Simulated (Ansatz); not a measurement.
Ansatz (a program for electronic structure) input (B3LYP/6-31G* with LANL2DZ past Ar): The .json file joins the Basis Set Exchange's 6-31G* for atoms up to Ar and LANL2DZ past it.

Ansatz 0.2 input:
```yaml
crystal:
  periodic: [false, false, false]
  atoms:
    - {symbol: C, position_ang: [-2.11124100, -0.26009600, -0.76618500]}
    - {symbol: S, position_ang: [-1.06923500, -0.37870500, 0.72893500]}
    - {symbol: Ge, position_ang: [1.09904600, 0.23458900, -0.04974300]}
    - {symbol: H, position_ang: [-2.08737300, 0.75584900, -1.16471500]}
    - {symbol: H, position_ang: [-1.74293100, -0.93723400, -1.53908300]}
    - {symbol: H, position_ang: [-3.14501700, -0.52479600, -0.52021300]}
    - {symbol: H, position_ang: [1.01720300, -0.70465200, -1.37140800]}
    - {symbol: H, position_ang: [0.56384000, 1.52382600, -0.87865600]}
basis:
  gaussian:
    orbitals: 6-31Gs+LANL2DZ.json
hamiltonian:
  xc: {name: B3LYP}
total_charge: -1
relax: {f_tol: 0.003, max_steps: 120}
```

Output:

```
Functional definition: B3LYP
integrals: 0.01 GiB planned
650 factors; integrals over basis functions are off by at most 4.2e-4 eV
mean field: 0.15 GiB planned
mean field evaluation 1: about -12056.6436 eV, gradient 1.7e1 eV
mean field evaluation 2: about -12056.7658 eV, gradient 1.7e1 eV
mean field evaluation 4: about -12057.5259 eV, gradient 4.9e-1 eV
mean field evaluation 8: about -12057.5223 eV, gradient 1.2e-2 eV
mean field -12057.52228885 eV, -443.1057712330 hartree, gradient 6.1e-6 eV, S^2 0.000000; 0 other end points of the search recorded, 0 dependent functions left out
the calculation of the forces begins
reference -12057.52250540 eV, -443.1057791912 hartree; 16, 16 occupied and 36, 36 virtual orbitals, 650 factors
relax step   1: F+E_penalty+E_count = -12057.52228885 eV  Δ(F+E_penalty+E_count) = +0.000e0 eV  max|allowed force component| = 3.500e-1 eV/Å  Δτ_max = 0.0000 Å  (24 SCF iters, accepted)
these checks for a lower state are left out or cut short: starts, cluster_reference, orbital_swaps, neighbouring_geometries, increment
integrals: 0.01 GiB planned
650 factors; integrals over basis functions are off by at most 4.3e-4 eV
mean field: 0.15 GiB planned
mean field evaluation 16: about -12057.5349 eV, gradient 2.3e0 eV
mean field -12057.53598311 eV, -443.1062744879 hartree, gradient 1.3e-5 eV, S^2 0.000000; 0 other end points of the search recorded, 0 dependent functions left out
the calculation of the forces begins
reference -12057.53620067 eV, -443.1062824829 hartree; 16, 16 occupied and 36, 36 virtual orbitals, 650 factors
relax step   2: F+E_penalty+E_count = -12057.53598311 eV  Δ(F+E_penalty+E_count) = -1.369e-2 eV  max|allowed force component| = 1.189e-1 eV/Å  Δτ_max = 0.0558 Å  (27 SCF iters, accepted)
these checks for a lower state are left out or cut short: starts, cluster_reference, orbital_swaps, neighbouring_geometries, increment
integrals: 0.01 GiB planned
650 factors; integrals over basis functions are off by at most 4.3e-4 eV
mean field: 0.15 GiB planned
mean field -12057.53664913 eV, -443.1062989636 hartree, gradient 1.6e-5 eV, S^2 0.000000; 0 other end points of the search recorded, 0 dependent functions left out
the calculation of the forces begins
reference -12057.53686780 eV, -443.1063069997 hartree; 16, 16 occupied and 36, 36 virtual orbitals, 650 factors
relax step   3: F+E_penalty+E_count = -12057.53664913 eV  Δ(F+E_penalty+E_count) = -6.660e-4 eV  max|allowed force component| = 7.372e-2 eV/Å  Δτ_max = 0.0232 Å  (26 SCF iters, accepted)
these checks for a lower state are left out or cut short: starts, cluster_reference, orbital_swaps, neighbouring_geometries, increment
integrals: 0.01 GiB planned
650 factors; integrals over basis functions are off by at most 4.3e-4 eV
mean field: 0.15 GiB planned
mean field evaluation 32: about -12057.5415 eV, gradient 3.2e-1 eV
mean field -12057.53732183 eV, -443.1063236849 hartree, gradient 1.3e-5 eV, S^2 0.000000; 0 other end points of the search recorded, 0 dependent functions left out
the calculation of the forces begins
reference -12057.53753998 eV, -443.1063317017 hartree; 16, 16 occupied and 36, 36 virtual orbitals, 650 factors
relax step   4: F+E_penalty+E_count = -12057.53732183 eV  Δ(F+E_penalty+E_count) = -6.727e-4 eV  max|allowed force component| = 2.620e-2 eV/Å  Δτ_max = 0.0118 Å  (21 SCF iters, accepted)
these checks for a lower state are left out or cut short: starts, cluster_reference, orbital_swaps, neighbouring_geometries, increment
integrals: 0.01 GiB planned
650 factors; integrals over basis functions are off by at most 4.3e-4 eV
mean field: 0.15 GiB planned
mean field -12057.53739938 eV, -443.1063265350 hartree, gradient 2.1e-5 eV, S^2 0.000000; 0 other end points of the search recorded, 0 dependent functions left out
the calculation of the forces begins
reference -12057.53761756 eV, -443.1063345528 hartree; 16, 16 occupied and 36, 36 virtual orbitals, 650 factors
relax step   5: F+E_penalty+E_count = -12057.53739938 eV  Δ(F+E_penalty+E_count) = -7.755e-5 eV  max|allowed force component| = 8.079e-3 eV/Å  Δτ_max = 0.0064 Å  (22 SCF iters, accepted)
these checks for a lower state are left out or cut short: starts, cluster_reference, orbital_swaps, neighbouring_geometries, increment
integrals: 0.01 GiB planned
650 factors; integrals over basis functions are off by at most 4.3e-4 eV
mean field: 0.15 GiB planned
mean field -12057.53742007 eV, -443.1063272950 hartree, gradient 7.7e-5 eV, S^2 0.000000; 0 other end points of the search recorded, 0 dependent functions left out
the calculation of the forces begins
reference -12057.53763822 eV, -443.1063353120 hartree; 16, 16 occupied and 36, 36 virtual orbitals, 650 factors
relax step   6: F+E_penalty+E_count = -12057.53742007 eV  Δ(F+E_penalty+E_count) = -2.068e-5 eV  max|allowed force component| = 1.284e-3 eV/Å  Δτ_max = 0.0021 Å  (18 SCF iters, accepted)
integrals: 0.01 GiB planned
650 factors; integrals over basis functions are off by at most 4.3e-4 eV
mean field: 0.15 GiB planned
mean field evaluation 64: about -12057.5374 eV, gradient 1.5e-4 eV
mean field -12057.53742007 eV, -443.1063272950 hartree, gradient 7.7e-5 eV, S^2 0.000000; 1 other end points of the search recorded, 0 dependent functions left out
the calculation of the forces begins
reference -12057.53763822 eV, -443.1063353120 hartree; 16, 16 occupied and 36, 36 virtual orbitals, 650 factors
Total energy: -12057.53763822 eV, -443.1063353120 hartree
Atom 0 at    -2.139571    -0.265638    -0.767187 Å, force     0.001284     0.000324    -0.000283 eV/Å
Atom 1 at    -1.084690    -0.383240     0.735225 Å, force    -0.000224     0.000004    -0.000226 eV/Å
Atom 2 at     1.139123     0.240828    -0.041087 Å, force    -0.000181     0.000119    -0.000706 eV/Å
Atom 3 at    -2.127424     0.752534    -1.171962 Å, force    -0.000311    -0.000214     0.000045 eV/Å
Atom 4 at    -1.781777    -0.946475    -1.547641 Å, force    -0.000363     0.000044     0.000102 eV/Å
Atom 5 at    -3.174446    -0.532639    -0.511821 Å, force    -0.000627    -0.000185     0.000260 eV/Å
Atom 6 at     1.074954    -0.701054    -1.376557 Å, force     0.000115     0.000426     0.000509 eV/Å
Atom 7 at     0.618124     1.544465    -0.880037 Å, force     0.000307    -0.000519     0.000300 eV/Å
Dipole moment:    -0.285545     0.000781    -0.266249 e Å
```

The dipole moment of an ion depends on the origin.

The geometry given is a B3LYP-D3(BJ)/def2-TZVP minimum.
